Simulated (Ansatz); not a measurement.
[Al(H2O)6]3+ (AlO₆H₁₂³⁺), relaxed as a singlet with RKS B3LYP-D4/def2-SVP in Ansatz, starting from the GFN2-xTB (ALPB water) geometry. Force threshold 0.02 eV/Å.

Start:

Cartesian coordinates in Å:
```
Al 0.002 -0.001 -0.003
O 0.648 1.751 0.064
H 1.565 1.999 0.228
H 0.139 2.569 0.027
O -0.682 -1.735 -0.119
H -0.944 -2.260 -0.884
H -0.818 -2.292 0.658
O -1.564 0.561 0.846
H -1.685 1.195 1.563
H -2.442 0.260 0.582
O 1.614 -0.537 -0.783
H 2.100 -0.061 -1.469
H 2.047 -1.392 -0.671
O 0.735 -0.399 1.670
H 0.269 -0.375 2.514
H 1.661 -0.584 1.869
O -0.745 0.355 -1.680
H -0.998 -0.283 -2.357
H -0.903 1.230 -2.056
```

Question: Estimate the energy that the relaxation releases and the steps that it takes.

Answer: 13.4 kcal/mol, in 8 steps; 50 s on 4 threads of Intel Xeon Platinum 8259CL on a shared host. No frequencies were taken in this run, so the end may be a saddle point.

Question: Does the start keep its bonding?

Answer: By distances, no bond broke or formed. The bond that changes most is Al1–O2, from 1.87 to 1.93 Å (atoms count from 1).

Question: Predict the relaxed structure.

Answer: 
Cartesian coordinates in Å:
```
Al 0.0010 -0.0001 0.0008
O 0.7109 1.7953 0.0769
H 1.2431 2.1863 0.8013
H 0.6072 2.4939 -0.6030
O -0.7121 -1.7937 -0.0874
H -1.2381 -2.1770 -0.8204
H -0.6185 -2.4975 0.5884
O -1.6179 0.6009 0.8681
H -1.8157 1.5113 1.1731
H -2.4010 0.0545 1.0896
O 1.6217 -0.6047 -0.8598
H 2.3994 -0.0568 -1.0956
H 1.8277 -1.5203 -1.1432
O 0.7768 -0.3856 1.7276
H 0.3499 -0.2642 2.6015
H 1.6739 -0.7405 1.9014
O -0.7781 0.3881 -1.7248
H -0.3577 0.2584 -2.6008
H -1.6727 0.7515 -1.8940
```
Bond lengths: 6 × Al–O 1.93 Å; 12 × H–O 0.98 Å.
